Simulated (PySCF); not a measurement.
Job file and geometry (Å, from PBE0-D3(BJ)/def2-SVP) of a spin–spin coupling run on SMILES C[N](C)[GeH2][B](O)O, C2H10BGeNO2, B3LYP/pcJ-1 Ge:pcSseg-1 indirect spin-spin coupling, non-relativistic, gas phase (PySCF 2.14.0, density-fitted response routines); density fitting, a coarse starting grid and PySCF grid level 2 are the driver's defaults:

```
$ OMP_NUM_THREADS=1 python probes_run.py task.json out

{"job": {"kind": "j", "xc": "B3LYP", "basis": "pcJ-1"}, "charge": 0, "multiplicity": 1}
C     -0.810884     0.433094    -1.269860
N     -0.678674    -0.326063    -0.053874
C     -0.954173    -1.730165    -0.226268
Ge     0.741575     0.122720     1.043431
B      2.581333    -0.191617     0.102232
O      2.608956    -1.173225    -0.831393
O      3.724186     0.514574     0.330651
H     -0.655015     1.506939    -1.076436
H     -0.101184     0.127771    -2.071372
H     -1.831104     0.324578    -1.682799
H     -0.882791    -2.259720     0.736642
H     -1.985035    -1.873844    -0.602005
H     -0.270382    -2.238554    -0.939975
H      0.577967    -0.739845     2.314226
H      0.548049     1.609946     1.433523
H      3.482398    -1.253769    -1.239031
H      3.622494     1.211366     0.984617
```

**Question.** What does the program print?

**Answer.** 
```
coarse grid: 63160 points
cycle   1  E = -2389.0132522835  dE =  1.360e-03  |g| = 1.337e+00  |ddm| = 3.353e+00
cycle   2  E = -2388.6880575618  dE =  3.252e-01  |g| = 1.870e+00  |ddm| = 2.043e+00
cycle   3  E = -2389.2276132169  dE = -5.396e-01  |g| = 2.286e-01  |ddm| = 1.438e+00
cycle   4  E = -2389.2360222750  dE = -8.409e-03  |g| = 8.484e-02  |ddm| = 1.890e-01
cycle   5  E = -2389.2370013616  dE = -9.791e-04  |g| = 2.725e-02  |ddm| = 8.548e-02
cycle   6  E = -2389.2371440397  dE = -1.427e-04  |g| = 6.305e-03  |ddm| = 2.674e-02
cycle   7  E = -2389.2371500135  dE = -5.974e-06  |g| = 1.311e-03  |ddm| = 5.588e-03
final grid: 133792 points
cycle   8  E = -2389.2370121469  dE =  1.684e-07  |g| = 1.822e-03  |ddm| = 3.287e-03
cycle   9  E = -2389.2370112547  dE =  8.922e-07  |g| = 2.997e-03  |ddm| = 3.491e-03
cycle  10  E = -2389.2370127066  dE = -1.452e-06  |g| = 2.964e-04  |ddm| = 2.069e-03
cycle  11  E = -2389.2370127237  dE = -1.710e-08  |g| = 4.824e-05  |ddm| = 2.758e-04
cycle  12  E = -2389.2370127240  dE = -3.029e-10  |g| = 5.156e-06  |ddm| = 3.235e-05
converged SCF energy = -2389.2370127240

Indirect spin-spin couplings (Hz)
  i      j    bonds     total        FC       PSO       DSO        SD
  0 C    1 N    1     -5.994    -5.837     0.494    -0.133    -0.519
  0 C    2 C    2      0.093     0.353    -0.268     0.008         -
  0 C    4 B    3     -0.228    -0.202    -0.033     0.020    -0.013
  0 C    7 H    1    136.475   134.836     0.720     0.920         -
  0 C    8 H    1    136.400   134.856     0.627     0.917         -
  0 C    9 H    1    140.649   139.154     0.649     0.846         -
  0 C   10 H    3     13.608    13.606     0.480    -0.478         -
  0 C   11 H    3      2.596     2.560    -0.021     0.057         -
  0 C   12 H    3      2.270     2.218    -0.001     0.053         -
  0 C   13 H    3      7.100     7.582     0.290    -0.772         -
  0 C   14 H    3      0.073     0.112    -0.005    -0.035         -
  1 N    2 C    1     -6.068    -5.870     0.460    -0.133    -0.525
  1 N    4 B    2     -0.032    -0.133     0.089     0.018    -0.007
  1 N    5 O    3      0.124     0.153    -0.029     0.006    -0.006
  1 N    6 O    3     -0.311    -0.236    -0.086    -0.021     0.032
  1 N    7 H    2     -2.656    -2.421    -0.136    -0.079    -0.020
  1 N    8 H    2      0.077     0.340    -0.229    -0.037     0.002
  1 N    9 H    2     -2.547    -2.287    -0.203    -0.047    -0.011
  1 N   10 H    2     -2.396    -2.159    -0.134    -0.080    -0.023
  1 N   11 H    2     -2.967    -2.709    -0.200    -0.049    -0.010
  1 N   12 H    2      0.009     0.253    -0.211    -0.036     0.004
  1 N   13 H    2     -6.282    -6.425    -0.034     0.160     0.017
  1 N   14 H    2     -7.988    -8.139    -0.033     0.168     0.016
  2 C    4 B    3     -0.637    -0.597    -0.015    -0.015    -0.010
  2 C    5 O    4     -0.237    -0.240     0.025    -0.022         -
  2 C    7 H    3     13.444    13.441     0.479    -0.476         -
  2 C    8 H    3      1.962     1.909     0.005     0.047         -
  2 C    9 H    3      2.812     2.771    -0.021     0.062         -
  2 C   10 H    1    137.505   135.908     0.685     0.913         -
  2 C   11 H    1    139.669   138.163     0.663     0.844         -
  2 C   12 H    1    138.140   136.635     0.596     0.909         -
  2 C   13 H    3      1.245     1.220    -0.045     0.069         -
  2 C   14 H    3      6.046     6.516     0.273    -0.743         -
  4 B    5 O    1      4.221    -1.290     5.887    -0.177    -0.198
  4 B    6 O    1     -2.066    -7.964     6.077    -0.171    -0.009
  4 B    8 H    4      0.690     0.613    -0.281     0.359    -0.001
  4 B   11 H    4      0.722     0.850     0.228    -0.346    -0.010
  4 B   12 H    4      0.530     0.565    -0.197     0.180    -0.018
  4 B   13 H    2     15.185    15.681    -0.063    -0.482     0.048
  4 B   14 H    2     20.004    20.512    -0.078    -0.467     0.038
  4 B   15 H    2     -7.158    -5.930    -0.484    -0.621    -0.123
  4 B   16 H    2     -2.296    -1.156    -0.510    -0.583    -0.047
  5 O    8 H    5     -0.345    -0.337     0.184    -0.193         -
  5 O   11 H    5     -0.479    -0.509    -0.046     0.076         -
  5 O   12 H    5     -0.697    -0.725     0.266    -0.238         -
  5 O   13 H    3     -1.596    -1.718    -0.039     0.161         -
  5 O   14 H    3     -9.917   -10.131    -0.117     0.332         -
  5 O   15 H    1    -73.572   -61.430   -11.758    -0.385         -
  5 O   16 H    3     -2.458    -2.790    -0.074     0.407         -
  6 O    8 H    5     -0.154    -0.165    -0.013     0.024         -
  6 O    9 H    5     -0.199    -0.227    -0.113     0.141         -
  6 O   11 H    5     -0.314    -0.354    -0.117     0.157         -
  6 O   13 H    3     -0.754    -0.835    -0.105     0.186         -
  6 O   14 H    3      0.491     0.505    -0.059     0.045         -
  6 O   15 H    3     -2.557    -3.241     0.789    -0.105         -
  6 O   16 H    1    -88.124   -75.995   -11.764    -0.365         -
  7 H    8 H    2    -11.026   -11.553     2.176    -1.650         -
  7 H    9 H    2    -15.005   -15.396     2.220    -1.829         -
  7 H   10 H    4      2.407     2.521     1.833    -1.947         -
  7 H   11 H    4      0.174     0.125     1.502    -1.454         -
  7 H   12 H    4     -0.610    -0.622     1.568    -1.555         -
  7 H   14 H    4      0.581    -0.265    -1.179     2.025         -
  7 H   16 H    6     -0.201     0.001    -0.081    -0.120         -
  8 H    9 H    2    -10.592   -10.950     2.170    -1.811         -
  8 H   10 H    4     -0.571    -0.583     1.559    -1.547         -
  8 H   11 H    4      1.526     1.428     0.576    -0.479         -
  8 H   12 H    4      1.607     1.299    -1.145     1.454         -
  8 H   13 H    4     -2.032    -0.451     1.095    -2.677         -
  8 H   14 H    4     -0.222     0.294     0.621    -1.137         -
  8 H   16 H    6     -0.200    -0.010     0.400    -0.590         -
  9 H   10 H    4      0.226     0.178     1.524    -1.476         -
  9 H   11 H    4      0.458     0.234    -1.350     1.574         -
  9 H   12 H    4      1.467     1.366     0.523    -0.423         -
  9 H   13 H    4      2.030     2.919     1.154    -2.043         -
  9 H   16 H    6     -0.326    -0.035     0.745    -1.036         -
 10 H   11 H    2    -14.850   -15.237     2.244    -1.857         -
 10 H   12 H    2    -11.717   -12.236     2.184    -1.664         -
 10 H   13 H    4      0.854    -0.269    -1.407     2.529         -
 10 H   16 H    6     -0.560    -0.001     0.558    -1.117         -
 11 H   12 H    2    -10.192   -10.550     2.201    -1.843         -
 11 H   13 H    4      0.451     0.534     0.875    -0.958         -
 11 H   14 H    4      0.861     1.707     1.080    -1.926         -
 11 H   16 H    6     -0.455    -0.072     0.834    -1.217         -
 12 H   14 H    4     -1.925    -0.289     1.155    -2.791         -
 12 H   15 H    6      0.237     0.146     0.717    -0.626         -
 12 H   16 H    6     -0.372    -0.018     0.708    -1.062         -
 13 H   14 H    2      4.015     6.997     0.811    -3.793         -
 13 H   16 H    4     -0.699     0.055     0.050    -0.803         -
 14 H   15 H    4      3.695     4.629     1.333    -2.267         -
 14 H   16 H    4      0.560     0.087    -1.118     1.590         -
 15 H   16 H    4     -0.592    -0.431     2.775    -2.936         -
```

Size and cost of the density-fitted run: 303 basis functions, 2.3 min wall time on 1 thread of an Arm Neoverse V2, shared host; peak memory 1.3 GiB.
